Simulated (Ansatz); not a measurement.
C2H6BBrSi can be A, `C[Si]1(Br)BC1`, or B, `C[Si@H]1B[C@@H]1Br`.

Program: Ansatz. Geometries: PBE0-D4/def2-TZVP. ΔE: electronic, gas phase. CCSD(T)/CBS adds triple-zeta CCSD(T) − MP2 to the extrapolated MP2 energy (def2 sets, frozen cores). DFT in def2-TZVPP. B3LYP here is the variant with VWN-RPA as its local correlation; programs differ in this. For Br outer-core shells are correlated without core-valence functions, which leaves a few kJ/mol of doubt a bond. Scalar relativity is left out up to krypton.

Question: Which isomer does CCSD(T)/CBS put lower? Give the gap. (An estimate is asked.)

Answer: Ansatz gave: A, by 37.8 kcal/mol.

Question: Give E(B) − E(A) in kcal/mol with CCSD(T)/def2-TZVPP, B2PLYP, B3LYP, PBE-D4, PBE0-D4, B3LYP-D4, HF/def2-TZVPP. (Best estimate.)

Answer: The calculation gave: CCSD(T)/def2-TZVPP 36.6, B2PLYP 36.6, B3LYP 35.8, PBE-D4 35.6, PBE0-D4 37.5, B3LYP-D4 36.2, HF/def2-TZVPP 38.5. None reverses the order clearly.

Largest T1 diagnostic: 0.012.

From PBE to PBE0 (25 % exact exchange), in def2-TZVPP and without D4, E(B) − E(A) moves by +1.8 kcal/mol.
